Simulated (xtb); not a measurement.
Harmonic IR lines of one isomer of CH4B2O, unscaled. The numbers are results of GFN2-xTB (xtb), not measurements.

| wavenumber (cm⁻¹) | relative intensity |
|---|---|
| 335 | 6.5 |
| 416 | 7.3 |
| 849 | 36 |
| 900 | 18 |
| 993 | 3.9 |
| 1107 | 33 |
| 1205 | 24 |
| 2113 | 100 |
| 2646 | 19 |
| 2683 | 28 |
| 2990 | 8.0 |

Task: Identify which structure gives these lines.
A. `BBC=O`
B. `BCB=O`
C. `B=BCO`
D. `C=BBO`

Result: B, `BCB=O`
